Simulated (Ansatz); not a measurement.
This geometry of BClFGeH4N (9 atoms, charge 0, multiplicity 1) is a first-order saddle point.

These are results of RKS PBE-D4/def2-SVP in Ansatz, not measurements.

```xyz
9
Properties=species:S:1:pos:R:3
F -0.546 1.696 2.170
B -0.708 0.811 1.173
Cl -2.354 0.178 0.908
N 0.389 0.418 0.387
Ge 0.480 -0.777 -1.052
H 1.279 0.858 0.646
H -0.939 -1.326 -1.284
H 1.480 -1.902 -0.679
H 1.008 -0.002 -2.287
```

Problem. Which two structures does it join? (They come from a converged band through this point; their orientation in space is the band's.)

Solution. No bond is made or broken. The dihedral B2–N4–Ge5–H7 goes from 61 to -61°. The two ends are copies of one structure, up to a mirror image or an exchange of like atoms.

First end point:

```xyz
9
Properties=species:S:1:pos:R:3
F -0.541 1.561 2.283
B -0.505 0.571 1.380
Cl -1.433 -0.914 1.732
N 0.232 0.676 0.190
Ge 0.360 -0.636 -1.144
H 0.747 1.548 0.034
H -1.044 -0.919 -1.728
H 0.983 -1.919 -0.548
H 1.290 -0.014 -2.216
```

Last end point:

```xyz
9
Properties=species:S:1:pos:R:3
F -0.637 1.885 1.996
B -0.658 1.109 0.902
Cl -2.054 1.260 -0.202
N 0.371 0.198 0.616
Ge 0.445 -0.936 -0.875
H 1.150 0.145 1.278
H -0.772 -1.891 -0.862
H 1.768 -1.726 -0.700
H 0.475 -0.090 -2.170
```

Problem. How far does it lie above each of them?

Solution. 0.046 eV above the first and 0.046 eV above the second. This is the barrier of this one path; another mechanism may lie lower.

Time of the run: 97 s on 2 threads of Arm Neoverse V1 (shared host), peak memory 0.16 GiB.
